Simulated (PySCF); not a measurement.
## Correlation energy of Ba (barium, neutral)

[Xe] 5d2, high-spin 3F determinant (an excited configuration). Computed with PySCF 2.14 in aug-cc-pVDZ-X2C (8s7p5d, 54 functions), with the spin-free X2C one-electron Hamiltonian (Gaussian nucleus). Frozen: [Xe]; 2 electrons correlated.

With two correlated electrons CCSD is exact within the correlated space (frozen core and kept virtual orbitals).

```json
{"level": "CCSD", "correlation energy (mhartree)": "-2.64"}
```

Diagnostics: T1 = 0.018, D1 = 0.0253, largest double amplitude 0.076.

Spin-orbit coupling, absent here, splits the open shell strongly.

Cost of the coupled-cluster step: of the order of 0.28 core-seconds, for 2 correlated electrons.

Iterations:

```
CC2 = 0
CCSD nocc = (np.int64(2), np.int64(0)), nmo = (27, 27)
frozen orbitals [[0, 1, 2, 3, 4, 5, 6, 7, 8, 9, 10, 11, 12, 13, 14, 15, 16, 17, 18, 19, 20, 21, 22, 23, 24, 25, 26], [0, 1, 2, 3, 4, 5, 6, 7, 8, 9, 10, 11, 12, 13, 14, 15, 16, 17, 18, 19, 20, 21, 22, 23, 24, 25, 26]]
max_cycle = 100
direct = 0
conv_tol = 1e-08
conv_tol_normt = 1e-06
diis_space = 8
diis_start_cycle = 0
Init t2, MP2 energy = -0.00119560587444101
Init E_corr(UCCSD) = -0.00119560590761269
cycle = 1  E_corr(UCCSD) = -0.00183250445403866  dE = -0.000636898546  norm(t1,t2) = 0.0269866
cycle = 2  E_corr(UCCSD) = -0.00217855626115955  dE = -0.000346051807  norm(t1,t2) = 0.0162552
cycle = 3  E_corr(UCCSD) = -0.00264787930086507  dE = -0.00046932304  norm(t1,t2) = 0.0103189
cycle = 4  E_corr(UCCSD) = -0.0026424481452373  dE = 5.43115563e-06  norm(t1,t2) = 0.00261045
cycle = 5  E_corr(UCCSD) = -0.00264463018668711  dE = -2.18204145e-06  norm(t1,t2) = 0.00034116
cycle = 6  E_corr(UCCSD) = -0.00264389083582487  dE = 7.39350862e-07  norm(t1,t2) = 6.87535e-05
cycle = 7  E_corr(UCCSD) = -0.00264388690094878  dE = 3.93487608e-09  norm(t1,t2) = 2.67709e-06
cycle = 8  E_corr(UCCSD) = -0.00264389184640601  dE = -4.94545722e-09  norm(t1,t2) = 2.70736e-07
UCCSD converged
E(UCCSD) = -8131.548438877497  E_corr = -0.002643891846406008
```
